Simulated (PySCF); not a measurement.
HNP, SMILES [NH+]#P, charge +1.

The structure is a stationary point at ωB97X-D3(BJ)/def2-TZVPD. The isomer is the one that the SMILES or the coordinates give; other isomers of the formula were not compared.

Two levels are set side by side: TDA-PBE/def2-TZVPD (PySCF) and ADC(3)/aug-cc-pVDZ (PySCF). Vertical, same geometry; the bases differ. Differences are taken from unrounded values.

```
quantity                        ADC(3)
------------------------------  ------
lowest singlet excitation (eV)    5.83
```

Question: What does TDA-PBE give, and how far is it from ADC(3)? (Estimate from the structure and the level; the computed values follow.)

Answer: 
| quantity | TDA-PBE | TDA-PBE minus ADC(3) |
|---|---|---|
| lowest singlet excitation (eV) | 5.75 | -0.08 |

On these quantities the two levels nearly agree.

Rough cost on one machine, each run with all the roots and properties that it gave: ADC(3) against TDA-PBE about 20 times.
